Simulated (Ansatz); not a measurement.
`CO[Si](O)([SiH3])Cl`, relaxed with RKS PBE0-D4/def2-TZVP in the Gaussian-basis code of Ansatz from a GFN2-xTB geometry. The force threshold is 0.005 eV/Å; the program also tests the step.

The species carries charge 0 and has multiplicity 1.

Start:

```xyz
13

C    -1.667   -0.727   -1.120
O    -0.272   -0.744   -1.031
Si    0.705    0.357   -0.331
O     2.197   -0.135   -0.710
Si    0.627    0.436    1.962
Cl    0.301    2.135   -1.267
H    -1.964   -1.491   -1.838
H    -2.021    0.248   -1.461
H    -2.114   -0.948   -0.149
H     2.424   -0.467   -1.578
H     1.017    1.743    2.498
H    -0.733    0.166    2.458
H     1.499   -0.574    2.565
```

Problem. How much energy does the relaxation release, and in how many steps? (An estimate is asked.)

Solution. Computed: 2.46 kcal/mol, in 16 steps.

Problem. Which bonds change most? (Estimate.)

Solution. Computed: Si3–Si5 from 2.295 to 2.333 Å; Si3–Cl6 from 2.050 to 2.073 Å; Si5–H13 from 1.465 to 1.486 Å; Si5–H11 from 1.466 to 1.485 Å.

Problem. Give the relaxed structure. (Estimate.)

Solution. The calculation gave: 
```xyz
13

C    -1.638   -0.797   -1.099
O    -0.229   -0.828   -1.024
Si    0.730    0.302   -0.348
O     2.269   -0.025   -0.760
Si    0.603    0.418    1.979
Cl    0.146    2.137   -1.117
H    -1.963   -1.666   -1.673
H    -1.987    0.110   -1.600
H    -2.091   -0.847   -0.103
H     2.477   -0.140   -1.690
H     1.423    1.551    2.478
H    -0.817    0.638    2.366
H     1.077   -0.851    2.591
```
